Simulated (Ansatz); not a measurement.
`C[Se][SiH](F)Cl` at its PBE0-D4/def2-TZVP geometry, where that method's forces vanish. Total charge 0; spin multiplicity 1.

```
atom    x (Å)    y (Å)    z (Å)
  C1  -0.5951  -1.3708   0.5678
 Se2   1.1502  -0.5065   0.7948
 Si3   0.6258   1.3183  -0.3982
  F4   1.9288   2.2244  -0.4591
 Cl5   0.0669   0.8539  -2.3086
  H6  -0.5498  -2.2876   1.1521
  H7  -1.3902  -0.7352   0.9523
  H8  -0.7588  -1.6069  -0.4809
  H9  -0.4779   2.1105   0.1798
```

(1) For each bond, give half the difference of the two atoms' forces along it (eV/Å; positive pushes the atoms apart) under PBE-D4, r2SCAN-D4, B3LYP-D4, ωB97M-V in def2-TZVPP. (Estimate.)

Answers

(1) Ansatz gave: 
| bond | length (Å) | PBE-D4 | r2SCAN-D4 | B3LYP-D4 | ωB97M-V |
| --- | --- | --- | --- | --- | --- |
| C1–Se2 | 1.961 | 0.20 | 0.20 | 0.33 | 0.06 |
| C1–H6 | 1.088 | 0.10 | -0.05 | -0.10 | -0.06 |
| C1–H7 | 1.088 | 0.09 | -0.04 | -0.09 | -0.05 |
| C1–H8 | 1.087 | 0.09 | -0.05 | -0.10 | -0.06 |
| Se2–Si3 | 2.242 | 0.06 | 0.01 | 0.12 | -0.04 |
| Si3–F4 | 1.588 | 0.55 | 0.04 | 0.16 | 0.16 |
| Si3–Cl5 | 2.044 | 0.14 | 0.06 | 0.17 | 0.04 |
| Si3–H9 | 1.476 | 0.00 | -0.05 | -0.18 | -0.22 |

B3LYP here is the variant with VWN-RPA as its local correlation; programs differ in this.
